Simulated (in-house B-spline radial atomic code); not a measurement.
The numbers below are computed, except where a source is named.
# C6 from the polarisability at imaginary frequency: Cd

LDA exchange-only linear response of the closed shell [Kr] 4d10 5s2, from an all-electron radial atomic-structure program (B-spline basis); scalar-relativistic (spin-free one-electron X2C), finite nucleus, no spin-orbit coupling; shells from n = 3 respond.

The dispersion coefficient of two like species is C6 = (3/π) ∫ α(iu)² du from 0 to ∞.

```json
{"u (hartree)": "0", "α(iu) (bohr³)": "48.66"}
{"u (hartree)": "0.03", "α(iu) (bohr³)": "47.67"}
{"u (hartree)": "0.07", "α(iu) (bohr³)": "43.79"}
{"u (hartree)": "0.12", "α(iu) (bohr³)": "37.05"}
{"u (hartree)": "0.2", "α(iu) (bohr³)": "27.15"}
{"u (hartree)": "0.3", "α(iu) (bohr³)": "19.02"}
{"u (hartree)": "0.45", "α(iu) (bohr³)": "12.55"}
{"u (hartree)": "0.7", "α(iu) (bohr³)": "7.773"}
{"u (hartree)": "1", "α(iu) (bohr³)": "5.231"}
{"u (hartree)": "1.5", "α(iu) (bohr³)": "3.261"}
{"u (hartree)": "2.5", "α(iu) (bohr³)": "1.683"}
{"u (hartree)": "5", "α(iu) (bohr³)": "0.5919"}
```

Question: Fit one oscillator, α(iu) = α(0)/(1 + u²/ω²), through u = 0.12 and estimate C6.

Answer: From α(0)/α(iu) − 1 = 48.66/37.05 − 1 = 0.3134, ω = u/√0.3134 = 0.2144 hartree (5.8 eV). London's formula gives C6 = (3/4) α(0)² ω = 0.75 × 48.66² × 0.2144 = 380.7 hartree·bohr⁶, and the oscillator holds f = α(0) ω² = 2.24 electrons, of a sum of oscillator strengths of 41.2.

Question: How does that compare with the full integral?

Answer: The program's quadrature over all excitations gives C6 = 440.5, so the single oscillator is off by -13.6 %. At the last point the fit gives α = 0.0893 against 0.592: higher excitations, and deeper shells where there are any, keep the true curve higher at large u.
